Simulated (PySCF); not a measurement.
Computed vibrations of [Bi(SH)2]+

[Bi(SH)2]+ (singlet). PySCF 2.14.0, RKS PBE0, Bi def2-SVP with ECP60, S def2-SVP, H def2-SVP; non-relativistic Hamiltonian with scalar-relativistic core potentials where named; density fitting; no spin-orbit coupling. Central differences of gradients.

```xyz
5

Bi    0.0000    0.0000   -0.4028
S     1.7603   -0.1288    1.3041
H     2.7618   -0.2020    0.3904
S    -1.7603    0.1288    1.3041
H    -2.7618    0.2020    0.3904
```

Run from Python with OMP_NUM_THREADS=2. Where DIIS fails, smearing, a level shift and second-order steps follow.
It took 22 s on 2 threads of Arm Neoverse V1, with other jobs on the host.

Question: What are the harmonic wavenumbers and infrared intensities?

Answer: Modes are labelled in C2v; negative numbers are unstable modes, those under 60 cm⁻¹ near the noise; a finer grid moves soft modes by up to 10 cm⁻¹.
```csv
cm⁻¹,km/mol,symmetry
112,0.0,a1
268,0.0,a2
361,20.0,b2
367,3.9,a1
383,52.9,b1
684,36.2,b2
767,0.5,a1
2680,73.9,b2
2681,3.4,a1
```

Question: Is this a minimum?

Answer: Yes. Ideal gas at 298.15 K and 1 bar: S = 325.2 J/(mol K), Cp = 74.4 J/(mol K), H − H(0 K) = 16.2 kJ/mol (rigid rotor, harmonic modes, spin degeneracy alone).
